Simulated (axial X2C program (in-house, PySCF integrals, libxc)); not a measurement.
**Low determinants of RuF⁺ at the PBE0 level, two-component**

All values were computed with an in-house relativistic program for diatomic molecules. Two-component (2c) means X2C with spin–orbit coupling and atomic mean-field two-electron Coulomb and Gaunt terms. Basis: Ru dyall-cv3z [12s12p8d5f3g], F dyall-av3z [7s6p3d2f] (cores contracted in-house); Gaussian nuclei, density fitting, unrestricted open shells. Masses: Ru 101.904 u, F 18.998 u.

Search at 1.817 Å (vertical energies from the lowest determinant):

```tsv
ΔE (eV)	state	electrons beyond evenly filled partner blocks	electrons in ±ω = 1/2, 3/2, 5/2, 7/2
0.00	Ω = 4	ω = 3/2, ω = 5/2	34 15 3 0
0.64	Ω = 3	ω = 1/2, ω = 5/2	35 14 3 0
0.76	Ω = 1	ω = -3/2, ω = 5/2	34 15 3 0
1.05	Ω = 3	2 × ω = -1/2, ω = 3/2, ω = 5/2	34 15 3 0
1.12	Ω = 1	ω = -1/2, ω = 3/2	33 15 4 0
1.28	Ω = 2	ω = -1/2, ω = 5/2	33 16 3 0
1.28	Ω = 1	2 × ω = 1/2	34 14 4 0
```

Lowest determinant, Ω = 4 (⟨Sz⟩ = 1.99, ⟨Lz⟩ = 2.01 at PBE0): Re = 1.815 Å, ωe = 712.5 cm⁻¹.

The determinant in row 2 of the search, Ω = 3 (⟨Sz⟩ = 1.99, ⟨Lz⟩ = 1.01 at PBE0), was followed along the bond at PBE0; measured from the minimum of the lowest determinant it gives:

Te = 0.617 eV (4978 cm⁻¹), Re = 1.856 Å, ωe = 680.4 cm⁻¹.

(1) Compare the bond of the determinant in row 2 with that of the lowest one.

The search compares states at one distance, so a state with another bond length can lie lower; it is not exhaustive and yields mostly the lowest determinant of each block pattern, so other components and higher states of one pattern are missing. These are energies of single determinants, not of spin-adapted states; PBE0 term energies can be off by some tenths of an eV, and the functional has no current term. Open-shell Ω = 0 determinants with evenly filled partner blocks cannot be reached by this program, so the Ω shown need not be the lowest component.

## Answers

(1) At PBE0 its Re is 0.041 Å longer and its force constant, which goes as ωe², is 0.91 times that of the lowest determinant. T0 ≈ Te + Δωe/2 = 4978 + (-16) = 4962 cm⁻¹.
